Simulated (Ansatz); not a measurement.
A search over several starts for the lowest SCF solution of Mg4Te3⁺ at the given spin, in a small basis.

```yaml
crystal:
  periodic: [false, false, false]
  atoms:
    - {symbol: Mg, position_ang: [-1.573496, -1.070257, -0.895248]}
    - {symbol: Mg, position_ang: [1.176882, -1.578782, 0.738598]}
    - {symbol: Mg, position_ang: [1.109720, 0.554001, -1.696979]}
    - {symbol: Mg, position_ang: [-0.383521, 1.125398, 0.996365]}
    - {symbol: Te, position_ang: [-1.426196, 1.558194, -1.615516]}
    - {symbol: Te, position_ang: [-1.333291, -1.433156, 1.799313]}
    - {symbol: Te, position_ang: [2.429892, 0.844611, 0.673469]}
basis:
  gaussian: {orbitals: def2-SVP, initial_orbitals: start.molden}
total_charge: 1
magnetization: {spin_polarized: true, initial_magnetization: 1}
hamiltonian: {xc: pbe0, dispersion: d4}
output: {orbitals: {seedname: orbitals}}
```

The file start.molden holds the orbitals of an earlier run on this structure, at another level or in another basis.

```sh
$ ansatz run in.yaml --threads 4 --pin off --events-out ev --progress --plain --max-ram 4787MiB
```

Output, abridged:

```
Functional definition: PBE0
1575 factors; integrals over basis functions are off by at most 1.5e-4 eV
mean field evaluation 1: about -43609.6915 eV, gradient 1.4e2 eV
mean field evaluation 2: about -43626.5808 eV, gradient 2.1e1 eV
mean field evaluation 4: about -43640.5324 eV, gradient 3.4e0 eV
mean field evaluation 8: about -43641.6101 eV, gradient 2.9e-2 eV
mean field evaluation 16: about -43640.8944 eV, gradient 5.3e0 eV
mean field evaluation 32: about -43641.6103 eV, gradient 3.4e-4 eV
mean field -43641.61028803 eV, -1603.7995967392 hartree, gradient 8.9e-5 eV, S^2 0.752646; 1 other end points of the search recorded, 0 dependent functions left out
reference -43641.61032422 eV, -1603.7995980691 hartree; 60, 59 occupied and 90, 91 virtual orbitals, 1575 factors
Total energy: -43642.02168323 eV, -1603.8147152341 hartree
```

It took 17 s on 4 threads of Arm Neoverse V1 on a shared host, peak host memory 0.81 GiB.

In the def2 sets Te takes a core potential; there is no spin–orbit coupling. The structure comes from a short search, and lower isomers may exist.
